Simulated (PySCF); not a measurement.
CH7ClFNSi2, SMILES C[Si@](F)(Cl)N[SiH3]. Geometry: PBE0-D3(BJ)/def2-SVP. The structure was generated by enumeration; whether it is a known compound was not checked. Other conformers were not sampled.

Computed equilibrium geometry at PBE0-D3(BJ)/def2-SVP (PySCF confirms it by a frequency run) as bond lengths and angles (one conformer of several):
Atoms: C1 Si2 F3 Cl4 N5 Si6 H7 H8 H9 H10 H11 H12 H13. Bond lengths (Å): C1–Si2 1.846, C1–H7 1.100, C1–H8 1.100, C1–H9 1.101, Si2–F3 1.624, Si2–Cl4 2.064, Si2–N5 1.714, N5–Si6 1.747, N5–H10 1.018, Si6–H11 1.491, Si6–H12 1.495, Si6–H13 1.494. Angles (°): Si2–C1–H7 110.8, Si2–C1–H8 109.8, Si2–C1–H9 111.0, H7–C1–H8 108.5, H7–C1–H9 108.6, H8–C1–H9 108.1, C1–Si2–F3 107.8, C1–Si2–Cl4 111.3, C1–Si2–N5 114.3, F3–Si2–Cl4 105.2, F3–Si2–N5 111.1, Cl4–Si2–N5 106.9, Si2–N5–Si6 130.1, Si2–N5–H10 113.9, Si6–N5–H10 115.8, N5–Si6–H11 107.2, N5–Si6–H12 111.3, N5–Si6–H13 111.8, H11–Si6–H12 109.3, H11–Si6–H13 109.3, H12–Si6–H13 107.9.
